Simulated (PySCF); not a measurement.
# Static response to an electric field

Compound: C3H7FO3S.
Cartesian coordinates in Å at the GFN2-xTB level; atoms count from 1:
```
atom  x, y, z in Å
C1    -2.142    0.337   -0.202
O2    -1.113    0.627    0.735
C3    -0.402   -0.461    1.150
F4     0.200   -0.158    2.323
S5     1.002   -0.779   -0.050
C6     1.989    0.727    0.101
O7     1.757   -1.916    0.387
O8     0.413   -0.834   -1.362
H9    -2.853   -0.381    0.216
H10   -2.641    1.286   -0.386
H11   -1.719   -0.056   -1.129
H12   -0.996   -1.377    1.282
H13    2.405    0.748    1.098
H14    2.770    0.682   -0.648
H15    1.326    1.563   -0.076
```

Level: PBE0/def2-SVPD (PySCF), static field, nuclei fixed, core orbitals frozen in the response. The polarisability tensor in these axes (au):

```
x   77.91 -1.33  1.01
y   -1.33 66.70 -0.74
z    1.01 -0.74 64.76
```

Task: What are the eigenvalues, a third of the trace, and Δα (Δα² = ½Σ(αi − αj)² over the three pairs)?

Result: Principal values 64.48, 66.73 and 78.15 au; mean 69.79 au = 10.34 Å³ = 11.51 × 10⁻⁴⁰ C²·m²/J; Δα = 12.70 au (18 % of the mean).

Task: What is the dipole moment, and where does it point?

Result: (-1.82, 2.70, 0.39) D, 3.28 D in size, pointing from the negative to the positive side. Measured along this direction, the outermost atoms are O7 at the negative end and H10 at the positive end.

Task: Refractivity n − 1 of an ideal gas of it at 400 K and 1 atm, from the electronic α?

Result: N = p/kT = 1.8347 × 10¹⁹ cm⁻³, so n − 1 = 2π × N × 10.34 × 10⁻²⁴ cm³ = 1192 × 10⁻⁶ at long wavelengths.

Task: What are the principal values of the traceless quadrupole moment, Θ = ½Σq(3rr − r²1), about the centre of nuclear charge?

Result: -13.48, -3.95, 17.43 D·Å. The values depend on the origin, since the dipole doesn't vanish. The electronic extent ⟨r²⟩ about the same centre is 1045 bohr², a root-mean-square distance of 1.99 Å for the 74 electrons.

Task: Form Σ f/ω² (atomic units) for the 6 lowest TDDFT singlets, given as eV and f, and set it beside the mean polarisability, which is this sum over all singlets: 6.94, 0.0667; 7.38, 0.0349; 7.77, 0.0014; 7.90, 0.0117; 7.98, 0.0055; 8.25, 0.1000.

Result: They add up to 2.81 au, 4.0 % of the 69.79 au; the largest single term is 1.09 au, from the state at 8.25 eV. Terms in order: 1.02, 0.47, 0.02, 0.14, 0.06, 1.09 au. Higher excitations give the rest. The strengths listed sum to 0.220.

The structure is a single GFN2-xTB conformer in the gas phase; no vibrational or solvent corrections.
